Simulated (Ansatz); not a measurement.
The cluster Mg₂S₂⁻. The state is a doublet with charge -1. Geometry r2SCAN-D4/def2-TZVP, that of the neutral singlet; atoms count from 1.

```xyz
4

Mg    0.4387   -0.9454    0.7915
Mg   -0.4387    0.9454   -0.7915
S    -1.6517   -0.9252   -0.1896
S     1.6516    0.9252    0.1896
```

The structure comes from a short search, and lower isomers may exist.

(1) Estimate the Mulliken populations from the PBE0/def2-TZVPD orbitals of Ansatz.

(2) Where does the spin sit?

(3) And the Mayer bond orders between bonded heavy atoms (over 0.3)?

Results:

(1) 
| atom | charge (e) | spin (α − β) |
| --- | --- | --- |
| Mg1 | 0.33 | 0.61 |
| Mg2 | 0.33 | 0.61 |
| S3 | -0.83 | -0.11 |
| S4 | -0.83 | -0.11 |
Mulliken values and Mayer orders depend strongly on the basis. With diffuse functions, as here, like atoms can get unlike values, and bond orders can come out too low or too high.

(2) Summed by element: Mg 1.23, S -0.23, of 1 unpaired in all. Largest on single atoms: Mg1 0.61, Mg2 0.61, S4 -0.11.

(3) Mg1–Mg2 0.37 (2.62 Å); Mg1–S3 0.61 (2.31 Å); Mg1–S4 0.61 (2.31 Å); Mg2–S3 0.61 (2.31 Å); Mg2–S4 0.61 (2.31 Å).
